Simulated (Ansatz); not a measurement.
Mulliken charges of ClH$_{5}$O$_{2}$Si$_{2}$ (`O[Si](O)([SiH3])Cl`) from PBE/def2-TZVPP in Ansatz (PBE0-D4/def2-TZVP geometry).

```tsv
atom	x (Å)	y (Å)	z (Å)	charge (e)
O1	-0.308	1.683	-0.924	-0.331
Si2	0.279	0.192	-0.584	0.577
O3	1.894	0.298	-0.418	-0.335
Si4	-0.569	-0.770	1.363	0.051
Cl5	-0.227	-1.023	-2.186	-0.241
H6	-1.091	1.736	-1.475	0.196
H7	2.392	0.762	-1.095	0.194
H8	-2.047	-0.869	1.234	-0.040
H9	-0.238	0.071	2.542	-0.038
H10	-0.002	-2.131	1.544	-0.033
```

By hand: the dipole of these point charges (1 e Å = 4.8032 D).

Σ q r = (-0.005, 0.252, 0.007) e Å, of length 0.252 e Å = 1.21 D.

How does the dipole of the full density compare? (Estimate.)

Computed: (-0.071, 0.214, -0.129) e Å, 1.25 D; the point charges give 0.97 times that, at 35° from its direction.

Point charges leave out the atoms' own dipoles, such as those of lone pairs, and Mulliken's split depends on the basis, so the two needn't agree.
